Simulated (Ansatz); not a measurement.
The cluster Li₅H₄, relaxed as a doublet with UKS PBE-D4/def2-TZVP in Ansatz, starting from the GFN1-xTB geometry. Force threshold 0.02 eV/Å.

The structure comes from a short search, and lower isomers may exist.

Start:

| atom | x (Å) | y (Å) | z (Å) |
| --- | --- | --- | --- |
| Li1 | -0.9642 | 1.0448 | 1.2967 |
| Li2 | -1.5914 | 0.4536 | -0.9838 |
| Li3 | 0.2672 | -1.6523 | -1.0308 |
| Li4 | 0.9266 | -1.0618 | 1.3861 |
| Li5 | 1.1450 | 0.4437 | -0.4164 |
| H6 | -0.1215 | -0.0499 | -1.6988 |
| H7 | 0.7088 | 0.7062 | 1.3789 |
| H8 | 1.7539 | -1.3898 | -0.1270 |
| H9 | -2.1245 | 1.5055 | 0.1952 |

Task: Estimate the energy that the relaxation releases and the steps that it takes.

Result: 16.9 kJ/mol, in 4 steps; 4.4 s on 4 threads of Arm Neoverse V2 on a shared host. No frequencies were taken in this run, so the end may be a saddle point.

Task: Does the start keep its bonding and symmetry?

Result: By distances, no bond broke or formed. The bond that changes most is Li5–H8, from 1.95 to 1.84 Å (atoms count from 1). Point group Cs at the start, Cs at the end, both within 0.05 Å.

Task: Predict the relaxed structure.

Result: 
```xyz
9

Li   -0.9943    1.1144    1.4253
Li   -1.6778    0.4746   -1.0947
Li    0.2937   -1.7516   -1.1005
Li    0.9811   -1.1125    1.4657
Li    1.1822    0.4610   -0.4346
H    -0.1074   -0.0784   -1.6301
H     0.6907    0.6590    1.3271
H     1.7041   -1.2820   -0.1407
H    -2.0723    1.5154    0.1824
```
Bond lengths (bridged metal pairs left out): 11 × H–Li 1.69 to 1.84 Å.
